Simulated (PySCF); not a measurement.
Compound: C6H10N2Si.
SMILES with atom numbers: `[NH2:1][SiH:2]([NH2:3])[c:4]1[cH:5][cH:6][cH:7][cH:8][cH:9]1` (hydrogens: H10, H11 on N1; H12 on Si2; H13, H14 on N3; H15 on C5; H16 on C6; H17 on C7; H18 on C8; H19 on C9)

All values: PBE0/def2-SVPD (PySCF, non-relativistic), on one gas-phase PBE0-D3(BJ)/def2-SVP geometry that isn't relaxed in the solvent. The solvent is an IEF-PCM continuum (van der Waals radii × 1.2), and excitations are vertical TDDFT with non-equilibrium linear response and a frozen core. Specific hydrogen bonds and non-electrostatic terms are outside this model.

Gas-phase singlets (H = HOMO, L = LUMO):

```
state  E (eV)  λ (nm)      f  leading configuration
   S1   5.321     233  0.002              H-1→L 54%
   S2   5.600     221  0.066                H→L 64%
   S3   5.849     212  0.032              H-2→L 77%
   S4   5.975     208  0.006              H→L+1 33%
   S5   6.035     205  0.015              H-3→L 63%
```

Question: What are the lowest 5 singlets in chloroform (ε = 4.711)?

Answer: 
| state | E (eV) | λ (nm) | f | leading configuration | change by rank (eV) |
| --- | --- | --- | --- | --- | --- |
| S1 | 5.325 | 233 | 0.003 | H-1→L 50% | +0.004 |
| S2 | 5.550 | 223 | 0.098 | H→L 71% | -0.050 |
| S3 | 5.786 | 214 | 0.040 | H-2→L 76% | -0.063 |
| S4 | 5.935 | 209 | 0.011 | H→L+1 38% | -0.040 |
| S5 | 6.004 | 207 | 0.030 | H-3→L 64% | -0.031 |

Question: The ground-state energy changes by -0.200 eV from gas to chloroform. By how much does the total energy of gas-phase S2 change?

Answer: E(S2) = E(S0) + excitation energy, so it changes by -0.200 − 0.050 = -0.250 eV: it is lowered more than the ground state, which is what a red shift means. This is the vertical state, with the slow part of the continuum still set for S0.

Question: How do the frontier levels move from gas to chloroform?

Answer: 
```json
{"orbital": "LUMO+2", "gas (eV)": "0.55", "solvent (eV)": "0.63", "change (eV)": "+0.08", "Löwdin shares, gas": "Si2 31 %, H13 9 %, H14 9 %, N3 7 %", "Löwdin shares, solvent": "Si2 32 %, H13 8 %, H14 7 %, N3 6 %"}
{"orbital": "LUMO+1", "gas (eV)": "-0.26", "solvent (eV)": "-0.31", "change (eV)": "-0.05", "Löwdin shares, gas": "C8 20 %, C5 20 %, C6 16 %, C9 16 %", "Löwdin shares, solvent": "C8 20 %, C5 20 %, C6 16 %, C9 16 %"}
{"orbital": "LUMO", "gas (eV)": "-0.56", "solvent (eV)": "-0.60", "change (eV)": "-0.04", "Löwdin shares, gas": "C4 21 %, C7 20 %, C9 13 %, C6 10 %", "Löwdin shares, solvent": "C4 21 %, C7 20 %, C9 13 %, C6 11 %"}
{"orbital": "HOMO", "gas (eV)": "-7.08", "solvent (eV)": "-7.12", "change (eV)": "-0.04", "Löwdin shares, gas": "N1 33 %, C4 16 %, C7 13 %, C9 7 %", "Löwdin shares, solvent": "N1 36 %, C4 15 %, C7 11 %, C9 6 %"}
{"orbital": "HOMO-1", "gas (eV)": "-7.27", "solvent (eV)": "-7.34", "change (eV)": "-0.07", "Löwdin shares, gas": "C8 20 %, C5 20 %, C6 20 %, C9 20 %", "Löwdin shares, solvent": "C6 19 %, C9 19 %, C8 18 %, C5 18 %"}
{"orbital": "HOMO-2", "gas (eV)": "-7.38", "solvent (eV)": "-7.38", "change (eV)": "0.00", "Löwdin shares, gas": "N3 52 %, Si2 14 %, H12 10 %, H13 5 %", "Löwdin shares, solvent": "N3 51 %, Si2 12 %, H12 8 %, H13 5 %"}
{"orbital": "HOMO-3", "gas (eV)": "-7.54", "solvent (eV)": "-7.56", "change (eV)": "-0.02", "Löwdin shares, gas": "N1 26 %, C4 14 %, N3 11 %, C7 10 %", "Löwdin shares, solvent": "N1 23 %, C4 17 %, C7 12 %, Si2 9 %"}
```

The HOMO–LUMO gap goes from 6.52 to 6.51 eV.

Time: 1.8 min of wall time; peak memory 1.2 GiB. Hardware: an Arm Neoverse N1 with one thread, on a shared host. This is the whole response run at PBE0/def2-SVPD in chloroform, SCF included.

Shape of the structure used: `[NH2:1][SiH:2]([NH2:3])[c:4]1[cH:5][cH:6][cH:7][cH:8][cH:9]1`: N1–Si2–C4–C5 97°, H–N1–Si2–N3 -58°, H–N1–Si2–N3 159°, H–N3–Si2–N1 -50°, H–N3–Si2–N1 166°.
